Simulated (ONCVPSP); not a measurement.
## What one change does to a pseudopotential (I, ONCV)

| Item | Value |
| --- | --- |
| Element | iodine (I) |
| Generator | ONCVPSP 4.0.1 |
| Type | optimised norm-conserving Vanderbilt (ONCV) |
| Functional | PBE |
| Relativity | fully relativistic |
| Frozen core | [Kr] |
| Valence charge | 17 |
| Reference configuration | 4d10 5s2 5p3 (charge +2) |
| Partial waves | 5s: rc 1.50 bohr, ncon 4, nbas 7, qcut 4.1 1/bohr, 2 projectors, debl 1 Ha; 5p: rc 1.95 bohr, ncon 4, nbas 8, qcut 3.8 1/bohr, 3 projectors, debl 1.6 Ha; 4d: rc 1.15 bohr, ncon 4, nbas 8, qcut 15.4 1/bohr, 1 projector |
| Local potential | polynomial inside 1.00 bohr (lpopt 5, dvloc0 0 Ha) |
| Core correction | Teter function, fcfact 5.25, rcfact 1.15 |

Open shells are filled in proportion to 2j + 1.

In the s channel the program set the typed energies aside and used -1.322, 0.250 Ha.

All-electron outer shells of the reference configuration (PBE, scalar-relativistic, ld1.x):

```csv
shell,level (eV),outermost node (bohr),outermost maximum (bohr)
4s,-201.00,0.37,0.68
4p,-147.95,0.37,0.72
4d,-70.59,0.35,0.78
5s,-36.00,0.88,1.68
5p,-24.48,0.96,1.92
```

Change: s: rc 2.08.

Cutoffs: the cutoffs (Ha) at which the residual kinetic energy of the hardest occupied pseudo-wave falls to 1 and 0.1 mHa per electron; they do not see the model core or the augmentation charge, which bear on the density cutoff. Errors are all-electron minus pseudo energies relative to the spin-unpolarised reference configuration.

Question: How do hardness, ghosts and transferability respond?

Answer: The potential gets neither clearly harder nor softer (63 Ha and 77 Ha → 63 Ha and 77 Ha); both files keep a bound ghost (s); of the 4 tests that both files solve, the error grows in 2 and shrinks in 0 by more than 15 % and 0.3 meV (median size 1.3 → 1.6 meV).

```csv
quantity,base,changed
"cutoff, loose",63 Ha,63 Ha
"cutoff, tight",77 Ha,77 Ha
loose cutoff by channel,"s 45 Ha, p 14 Ha, d 63 Ha","s 8.3 Ha, p 14 Ha, d 63 Ha"
bound ghosts,s,s
GHOST(+) flags under 300 eV,"p3/2 at 40.3 eV, p1/2 at 47.6 eV","p3/2 at 40.3 eV, p1/2 at 47.6 eV"
"error for 4d10 5s2 5p5, meV [ΔE -31.03 eV]",+1.4,+1.8
"error for 4d10 5s2 5p4, meV [ΔE -19.88 eV]",+0.8,+0.9
"error for 4d10 5s2 5p2, meV [ΔE 29.36 eV]",+2.6,+2.9
"error for 4d10 5s2 5p4.5, meV [ΔE -26.49 eV]",+1.2,+1.5
p3/2: phases at 1.97 bohr within 0.05 rad from the reference energy up to (Ha; the scan ends near 5),4.3,4.3
p1/2: phases at 1.97 bohr within 0.05 rad from the reference energy up to (Ha; the scan ends near 5),4.3,4.3
d5/2: phases at 1.17 bohr within 0.05 rad from the reference energy up to (Ha; the scan ends near 5),4.5,4.5
d3/2: phases at 1.17 bohr within 0.05 rad from the reference energy up to (Ha; the scan ends near 5),4.8,4.8
"rms error of d²Exc/dni dnj with the model core, mHa",6.16,6.13
```

 A true bound ghost makes a file unfit for plane-wave use even where its test errors are small: the radial tests pick states by their node count and pass the ghost by.
